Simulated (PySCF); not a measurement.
b-(2-aminophenyl)boronic acid, C6H8BNO2.
Cartesian coordinates in Å at the PBE0-D3(BJ)/def2-SVP level; atoms count from 1:
```xyz
18
C6H8BNO2 angstrom
N     -0.3222    2.2561    0.1899
C     -0.5103    0.9137    0.0325
C     -1.8216    0.3912    0.0094
C     -2.0487   -0.9693   -0.1178
C     -0.9816   -1.8655   -0.2270
C      0.3086   -1.3534   -0.2024
C      0.5904    0.0169   -0.0730
B      2.0752    0.4942   -0.0700
O      2.3752    1.8248   -0.2236
O      3.1390   -0.3502    0.0762
H     -1.1105    2.8683    0.0434
H      0.6023    2.6277    0.0068
H     -2.6669    1.0800    0.0946
H     -3.0775   -1.3391   -0.1353
H     -1.1579   -2.9372   -0.3355
H      1.1411   -2.0589   -0.3099
H      3.3270    1.9729   -0.1888
H      2.8768   -1.2578    0.2530
```

Computed, not measured: PBE0-D3(BJ)/def2-SVP geometry optimisation, gas phase in PySCF.

Take the most abundant isotopes and a rigid rotor. The values belong to one conformer with, in the numbering `[NH2:1][c:2]1[cH:3][cH:4][cH:5][cH:6][c:7]1[B:8]([OH:9])[OH:10]`, C7–B8–O9–H 179°, C7–B8–O10–H -5°.

Question: Give the principal moments of inertia and the rotational constants in GHz.

Answer: Ia = 224.23, Ib = 454.88, Ic = 674.94 u·Å²; 505379 MHz·u·Å²/I gives 2254, 1111 and 748.8 MHz, that is A = 2.2538, B = 1.1110, C = 0.7488 GHz.

Question: What kind of rotor is it?

Answer: An asymmetric top: κ = (2 × 1111 − 2254 − 748.8)/(2254 − 748.8) = -0.52.

Question: What does the inertial defect say?

Answer: Not planar: Δ = Ic − Ia − Ib = -4.18 u·Å². For a rigid frame Δ = −2 Σ m c², so Σ m c² = 2.09 u·Å² lies off the ab plane: 0.25 from hydrogen and 1.84 from heavier atoms. The atom farthest from that plane is 0.40 Å away.

Question: List the rotational levels J(Ka,Kc) to J = 4 (K).

Answer: Above 0(0,0), as E/k:
J = 1: 1(0,1) 0.089, 1(1,1) 0.144, 1(1,0) 0.161
J = 2: 2(0,2) 0.264, 2(1,2) 0.305, 2(1,1) 0.357, 2(2,1) 0.522, 2(2,0) 0.525
J = 3: 3(0,3) 0.519, 3(1,3) 0.545, 3(1,2) 0.649, 3(2,2) 0.790, 3(2,1) 0.806, 3(3,1) 1.109, 3(3,0) 1.110
J = 4: 4(0,4) 0.847, 4(1,4) 0.861, 4(1,3) 1.032, 4(2,3) 1.144, 4(2,2) 1.190, 4(3,2) 1.472, 4(3,1) 1.475, 4(4,1) 1.912, 4(4,0) 1.912
The levels of one J sum to (2J + 1)J(J + 1)(A + B + C)/3.

Question: Which types of transition are allowed, and where do some lines up to J = 4 fall?

Answer: The dipole components are |μa| = 0.53 D, |μb| = 0.59 D, |μc| = 0.12 D. The squared components, which scale the intensities, stand as 0.83 : 1.00 : 0.04 (a : b : c). Some lines, for components of 0.1 D or more:

| type | branch | J(Ka,Kc) | MHz | lower level (cm⁻¹) |
| --- | --- | --- | --- | --- |
| a | Q | 3(2,1) ← 3(2,2) | 349 | 0.549 |
| c | Q | 2(1,2) ← 2(0,2) | 854 | 0.184 |
| a | Q | 4(2,2) ← 4(2,3) | 950 | 0.795 |
| b | Q | 1(1,0) ← 1(0,1) | 1505 | 0.062 |
| a | R | 1(0,1) ← 0(0,0) | 1860 | 0.000 |
| a | Q | 3(1,2) ← 3(1,3) | 2164 | 0.379 |
| c | Q | 4(2,3) ← 4(1,3) | 2332 | 0.717 |
| b | R | 3(1,2) ← 2(2,1) | 2643 | 0.363 |
| b | Q | 4(2,2) ← 4(1,3) | 3283 | 0.717 |
| b | Q | 2(2,1) ← 2(1,2) | 4515 | 0.212 |
| b | R | 4(1,3) ← 3(2,2) | 5049 | 0.549 |
| a | R | 3(2,2) ← 2(2,1) | 5579 | 0.363 |
| b | Q | 4(3,1) ← 4(2,2) | 5956 | 0.827 |
| a | R | 3(1,2) ← 2(1,1) | 6071 | 0.248 |
| b | R | 4(0,4) ← 3(1,3) | 6292 | 0.379 |
| a | R | 4(1,4) ← 3(1,3) | 6592 | 0.379 |
| b | R | 4(1,4) ← 3(0,3) | 7136 | 0.361 |
| a | R | 4(3,2) ← 3(3,1) | 7562 | 0.771 |
| c | R | 2(2,0) ← 1(1,0) | 7584 | 0.112 |
| b | R | 2(2,0) ← 1(1,1) | 7946 | 0.100 |
| a | R | 4(2,2) ← 3(2,1) | 7983 | 0.560 |
| c | Q | 4(4,1) ← 4(3,1) | 9096 | 1.025 |
| b | Q | 4(4,1) ← 4(3,2) | 9161 | 1.023 |
| c | R | 3(2,2) ← 2(1,2) | 10095 | 0.212 |
| c | R | 4(2,2) ← 3(1,2) | 11269 | 0.451 |
| b | R | 3(3,0) ← 2(2,1) | 12251 | 0.363 |
| b | R | 4(4,1) ← 3(3,0) | 16713 | 0.771 |
| c | R | 4(4,0) ← 3(3,0) | 16714 | 0.771 |

Question: Estimate the classical rotational partition function at 10 K, 100 K and 200 K.

Answer: Point group C1, symmetry number σ = 1; q = (√π/σ)·√((kT/h)³/(ABC)), k/h = 20836.6 MHz/K: 3890 at 10 K, 123000 at 100 K, 348000 at 200 K.

No frequency check. Constants of a rigid frame at the computed geometry: no zero-point averaging, no centrifugal distortion. A rigid rotor knows nothing of inversion at nitrogen, which can split or shift real lines. Quadrupole hyperfine structure (11B, 14N) is left out.
